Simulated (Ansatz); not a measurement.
Ansatz (a program for electronic structure) input (B3LYP/6-31G*):

Ansatz 0.2 input:
```yaml
crystal:
  periodic: [false, false, false]
  atoms:
    - {symbol: F, position_ang: [2.00354036, 0.07119365, 0.09793429]}
    - {symbol: C, position_ang: [0.69904542, -0.10937207, 0.05166687]}
    - {symbol: C, position_ang: [-0.09797698, -1.19195962, 0.15015179]}
    - {symbol: C, position_ang: [-1.44982440, -0.75266668, 0.02053990]}
    - {symbol: C, position_ang: [-1.35956779, 0.59616074, -0.15047576]}
    - {symbol: O, position_ang: [-0.04319168, 1.00863811, -0.13380669]}
    - {symbol: H, position_ang: [-2.35231370, -1.34560395, 0.04954562]}
    - {symbol: H, position_ang: [-2.08407358, 1.38278204, -0.29179755]}
basis:
  gaussian:
    orbitals: 6-31G*
hamiltonian:
  xc: {name: B3LYP}
magnetization: {spin_polarized: true, initial_magnetization: 1}
phonons: {temperatures: {t_min: 298.15, t_max: 298.15, t_step: 100}}
```

Output:

```
Functional definition: B3LYP
integrals: 0.04 GiB planned
1000 factors; integrals over basis functions are off by at most 3.7e-4 eV
mean field: 0.55 GiB planned
mean field evaluation 1: about -8933.2764 eV, gradient 3.5e1 eV
mean field evaluation 2: about -8920.9421 eV, gradient 6.0e1 eV
mean field evaluation 4: about -8938.7166 eV, gradient 1.6e1 eV
mean field evaluation 8: about -8940.1940 eV, gradient 5.2e-1 eV
mean field evaluation 16: about -8940.2213 eV, gradient 1.3e-3 eV
mean field evaluation 32: about -8939.0194 eV, gradient 1.3e-5 eV
mean field -8940.22127691 eV, -328.5470720268 hartree, gradient 3.9e-5 eV, S^2 0.757346; 3 other end points of the search recorded, 0 dependent functions left out
the calculation of the forces begins
reference -8940.22144433 eV, -328.5470781793 hartree; 22, 21 occupied and 72, 73 virtual orbitals, 1000 factors
these checks for a lower state are left out or cut short: stability, starts, cluster_reference, orbital_swaps, neighbouring_geometries, increment
integrals: 0.04 GiB planned
1000 factors; integrals over basis functions are off by at most 3.7e-4 eV
mean field: 0.55 GiB planned
mean field -8940.22125657 eV, -328.5470712795 hartree, gradient 3.0e-6 eV, S^2 0.757347; 0 other end points of the search recorded, 0 dependent functions left out
the calculation of the forces begins
reference -8940.22142400 eV, -328.5470774322 hartree; 22, 21 occupied and 72, 73 virtual orbitals, 1000 factors
these checks for a lower state are left out or cut short: stability, starts, cluster_reference, orbital_swaps, neighbouring_geometries, increment
integrals: 0.04 GiB planned
1000 factors; integrals over basis functions are off by at most 3.7e-4 eV
mean field: 0.55 GiB planned
mean field -8940.22125432 eV, -328.5470711967 hartree, gradient 1.6e-6 eV, S^2 0.757346; 0 other end points of the search recorded, 0 dependent functions left out
the calculation of the forces begins
reference -8940.22142173 eV, -328.5470773490 hartree; 22, 21 occupied and 72, 73 virtual orbitals, 1000 factors
these checks for a lower state are left out or cut short: stability, starts, cluster_reference, orbital_swaps, neighbouring_geometries, increment
integrals: 0.04 GiB planned
1000 factors; integrals over basis functions are off by at most 3.7e-4 eV
mean field: 0.55 GiB planned
mean field -8940.22120217 eV, -328.5470692800 hartree, gradient 1.1e-6 eV, S^2 0.757352; 0 other end points of the search recorded, 0 dependent functions left out
the calculation of the forces begins
reference -8940.22136959 eV, -328.5470754329 hartree; 22, 21 occupied and 72, 73 virtual orbitals, 1000 factors
these checks for a lower state are left out or cut short: stability, starts, cluster_reference, orbital_swaps, neighbouring_geometries, increment
integrals: 0.04 GiB planned
1000 factors; integrals over basis functions are off by at most 3.7e-4 eV
mean field: 0.55 GiB planned
mean field evaluation 64: about -8940.2211 eV, gradient 1.1e-1 eV
mean field -8940.22120178 eV, -328.5470692657 hartree, gradient 2.1e-6 eV, S^2 0.757341; 0 other end points of the search recorded, 0 dependent functions left out
the calculation of the forces begins
reference -8940.22136919 eV, -328.5470754179 hartree; 22, 21 occupied and 72, 73 virtual orbitals, 1000 factors
these checks for a lower state are left out or cut short: stability, starts, cluster_reference, orbital_swaps, neighbouring_geometries, increment
integrals: 0.04 GiB planned
1000 factors; integrals over basis functions are off by at most 3.7e-4 eV
mean field: 0.55 GiB planned
mean field -8940.22108329 eV, -328.5470649114 hartree, gradient 3.0e-6 eV, S^2 0.757380; 0 other end points of the search recorded, 0 dependent functions left out
the calculation of the forces begins
reference -8940.22125072 eV, -328.5470710643 hartree; 22, 21 occupied and 72, 73 virtual orbitals, 1000 factors
these checks for a lower state are left out or cut short: stability, starts, cluster_reference, orbital_swaps, neighbouring_geometries, increment
integrals: 0.04 GiB planned
1000 factors; integrals over basis functions are off by at most 3.7e-4 eV
mean field: 0.55 GiB planned
mean field -8940.22108714 eV, -328.5470650528 hartree, gradient 2.5e-6 eV, S^2 0.757313; 0 other end points of the search recorded, 0 dependent functions left out
the calculation of the forces begins
reference -8940.22125454 eV, -328.5470712048 hartree; 22, 21 occupied and 72, 73 virtual orbitals, 1000 factors
these checks for a lower state are left out or cut short: stability, starts, cluster_reference, orbital_swaps, neighbouring_geometries, increment
integrals: 0.04 GiB planned
1000 factors; integrals over basis functions are off by at most 3.7e-4 eV
mean field: 0.55 GiB planned
[...]
mean field -8940.22117044 eV, -328.5470681143 hartree, gradient 2.3e-6 eV, S^2 0.757348; 0 other end points of the search recorded, 0 dependent functions left out
the calculation of the forces begins
reference -8940.22133787 eV, -328.5470742669 hartree; 22, 21 occupied and 72, 73 virtual orbitals, 1000 factors
these checks for a lower state are left out or cut short: stability, starts, cluster_reference, orbital_swaps, neighbouring_geometries, increment
integrals: 0.04 GiB planned
1000 factors; integrals over basis functions are off by at most 3.7e-4 eV
mean field: 0.55 GiB planned
mean field -8940.22114145 eV, -328.5470670487 hartree, gradient 1.6e-6 eV, S^2 0.757370; 0 other end points of the search recorded, 0 dependent functions left out
the calculation of the forces begins
reference -8940.22130885 eV, -328.5470732007 hartree; 22, 21 occupied and 72, 73 virtual orbitals, 1000 factors
these checks for a lower state are left out or cut short: stability, starts, cluster_reference, orbital_swaps, neighbouring_geometries, increment
integrals: 0.04 GiB planned
1000 factors; integrals over basis functions are off by at most 3.7e-4 eV
mean field: 0.55 GiB planned
mean field -8940.22113621 eV, -328.5470668561 hartree, gradient 1.4e-6 eV, S^2 0.757323; 0 other end points of the search recorded, 0 dependent functions left out
the calculation of the forces begins
reference -8940.22130364 eV, -328.5470730090 hartree; 22, 21 occupied and 72, 73 virtual orbitals, 1000 factors
these checks for a lower state are left out or cut short: stability, starts, cluster_reference, orbital_swaps, neighbouring_geometries, increment
integrals: 0.04 GiB planned
1000 factors; integrals over basis functions are off by at most 3.7e-4 eV
mean field: 0.55 GiB planned
mean field evaluation 192: about -8940.2212 eV, gradient 2.8e-6 eV
mean field -8940.22119487 eV, -328.5470690121 hartree, gradient 2.8e-6 eV, S^2 0.757343; 0 other end points of the search recorded, 0 dependent functions left out
the calculation of the forces begins
reference -8940.22136230 eV, -328.5470751647 hartree; 22, 21 occupied and 72, 73 virtual orbitals, 1000 factors
these checks for a lower state are left out or cut short: stability, starts, cluster_reference, orbital_swaps, neighbouring_geometries, increment
integrals: 0.04 GiB planned
1000 factors; integrals over basis functions are off by at most 3.7e-4 eV
mean field: 0.55 GiB planned
mean field -8940.22119527 eV, -328.5470690264 hartree, gradient 3.0e-6 eV, S^2 0.757350; 0 other end points of the search recorded, 0 dependent functions left out
the calculation of the forces begins
reference -8940.22136268 eV, -328.5470751787 hartree; 22, 21 occupied and 72, 73 virtual orbitals, 1000 factors
these checks for a lower state are left out or cut short: stability, starts, cluster_reference, orbital_swaps, neighbouring_geometries, increment
integrals: 0.04 GiB planned
1000 factors; integrals over basis functions are off by at most 3.7e-4 eV
mean field: 0.55 GiB planned
mean field -8940.22123201 eV, -328.5470703768 hartree, gradient 1.9e-6 eV, S^2 0.757346; 0 other end points of the search recorded, 0 dependent functions left out
the calculation of the forces begins
reference -8940.22139941 eV, -328.5470765286 hartree; 22, 21 occupied and 72, 73 virtual orbitals, 1000 factors
these checks for a lower state are left out or cut short: stability, starts, cluster_reference, orbital_swaps, neighbouring_geometries, increment
integrals: 0.04 GiB planned
1000 factors; integrals over basis functions are off by at most 3.7e-4 eV
mean field: 0.55 GiB planned
mean field -8940.22123210 eV, -328.5470703799 hartree, gradient 1.9e-6 eV, S^2 0.757346; 0 other end points of the search recorded, 0 dependent functions left out
the calculation of the forces begins
reference -8940.22139953 eV, -328.5470765330 hartree; 22, 21 occupied and 72, 73 virtual orbitals, 1000 factors
these checks for a lower state are left out or cut short: stability, starts, cluster_reference, orbital_swaps, neighbouring_geometries, increment
integrals: 0.04 GiB planned
1000 factors; integrals over basis functions are off by at most 3.7e-4 eV
mean field: 0.55 GiB planned
mean field -8940.22123079 eV, -328.5470703321 hartree, gradient 2.3e-6 eV, S^2 0.757346; 0 other end points of the search recorded, 0 dependent functions left out
the calculation of the forces begins
reference -8940.22139819 eV, -328.5470764839 hartree; 22, 21 occupied and 72, 73 virtual orbitals, 1000 factors
these checks for a lower state are left out or cut short: stability, starts, cluster_reference, orbital_swaps, neighbouring_geometries, increment
integrals: 0.04 GiB planned
1000 factors; integrals over basis functions are off by at most 3.7e-4 eV
mean field: 0.55 GiB planned
mean field evaluation 224: about -8940.2212 eV, gradient 2.4e-6 eV
mean field -8940.22123185 eV, -328.5470703709 hartree, gradient 2.4e-6 eV, S^2 0.757347; 0 other end points of the search recorded, 0 dependent functions left out
the calculation of the forces begins
reference -8940.22139929 eV, -328.5470765241 hartree; 22, 21 occupied and 72, 73 virtual orbitals, 1000 factors
these checks for a lower state are left out or cut short: stability, starts, cluster_reference, orbital_swaps, neighbouring_geometries, increment
integrals: 0.04 GiB planned
1000 factors; integrals over basis functions are off by at most 3.7e-4 eV
mean field: 0.55 GiB planned
mean field -8940.22120528 eV, -328.5470693943 hartree, gradient 1.6e-6 eV, S^2 0.757347; 0 other end points of the search recorded, 0 dependent functions left out
the calculation of the forces begins
reference -8940.22137271 eV, -328.5470755476 hartree; 22, 21 occupied and 72, 73 virtual orbitals, 1000 factors
these checks for a lower state are left out or cut short: stability, starts, cluster_reference, orbital_swaps, neighbouring_geometries, increment
integrals: 0.04 GiB planned
1000 factors; integrals over basis functions are off by at most 3.7e-4 eV
mean field: 0.55 GiB planned
mean field -8940.22120601 eV, -328.5470694213 hartree, gradient 2.8e-6 eV, S^2 0.757346; 0 other end points of the search recorded, 0 dependent functions left out
the calculation of the forces begins
reference -8940.22137340 eV, -328.5470755729 hartree; 22, 21 occupied and 72, 73 virtual orbitals, 1000 factors
these checks for a lower state are left out or cut short: stability, starts, cluster_reference, orbital_swaps, neighbouring_geometries, increment
integrals: 0.04 GiB planned
1000 factors; integrals over basis functions are off by at most 3.7e-4 eV
mean field: 0.55 GiB planned
mean field -8940.22124378 eV, -328.5470708095 hartree, gradient 1.4e-6 eV, S^2 0.757346; 0 other end points of the search recorded, 0 dependent functions left out
the calculation of the forces begins
reference -8940.22141119 eV, -328.5470769616 hartree; 22, 21 occupied and 72, 73 virtual orbitals, 1000 factors
these checks for a lower state are left out or cut short: stability, starts, cluster_reference, orbital_swaps, neighbouring_geometries, increment
integrals: 0.04 GiB planned
1000 factors; integrals over basis functions are off by at most 3.7e-4 eV
mean field: 0.55 GiB planned
mean field -8940.22124321 eV, -328.5470707883 hartree, gradient 2.9e-6 eV, S^2 0.757347; 0 other end points of the search recorded, 0 dependent functions left out
the calculation of the forces begins
reference -8940.22141063 eV, -328.5470769411 hartree; 22, 21 occupied and 72, 73 virtual orbitals, 1000 factors
Total energy: -8940.22144433 eV, -328.5470781793 hartree
Atom 0 at     2.003540     0.071194     0.097934 Å, force    -0.000010     0.000443    -0.000058 eV/Å
Atom 1 at     0.699045    -0.109372     0.051667 Å, force    -0.000606    -0.000766     0.000068 eV/Å
Atom 2 at    -0.097977    -1.191960     0.150152 Å, force     0.000138    -0.000369     0.000055 eV/Å
Atom 3 at    -1.449824    -0.752667     0.020540 Å, force     0.000039     0.000658    -0.000084 eV/Å
Atom 4 at    -1.359568     0.596161    -0.150476 Å, force     0.000745    -0.000638     0.000123 eV/Å
Atom 5 at    -0.043192     1.008638    -0.133807 Å, force    -0.000177     0.000891    -0.000126 eV/Å
Atom 6 at    -2.352314    -1.345604     0.049546 Å, force    -0.000280    -0.000010    -0.000014 eV/Å
Atom 7 at    -2.084074     1.382782    -0.291798 Å, force     0.000152    -0.000210     0.000035 eV/Å
Dipole moment:    -0.357465     0.003344    -0.019565 e Å
Vibrations: 269.56 440.82 550.81 612.82 663.48 668.02 830.25 874.14 982.16 1075.78 1164.07 1183.60 1279.68 1397.83 1537.69 1685.05 3280.81 3308.78 cm⁻¹, zero-point energy 1.351760 eV
```

The blocks after the first are displaced geometries, from whose forces the wavenumbers follow.
